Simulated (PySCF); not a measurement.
In(Cl)(OH)(OMe) (CH4ClInO2), SMILES C[O][In]([OH])[Cl]. Geometry: B3LYP-D3(BJ)/def2-SVP. The def2 effective core potentials stand for the cores of In; spin–orbit coupling is left out. One conformer was computed; it need not be the lowest.

Computed equilibrium geometry at B3LYP-D3(BJ)/def2-SVP (PySCF confirms it by a frequency run) as a Z-matrix, and its point group (one conformer of several):
point group Cs.
```
O
C 1 1.4111
H 2 1.1045 1 107.87
H 2 1.1072 3 107.34 1 122.29
H 2 1.1072 3 107.34 4 115.41
In 1 1.9931 2 122.41 3 180.00
O 6 2.0002 1 122.30 2 0.00
H 7 0.9689 6 110.65 1 180.00
Cl 6 2.3502 1 117.57 2 180.00
```
Charge 0, spin multiplicity 1.
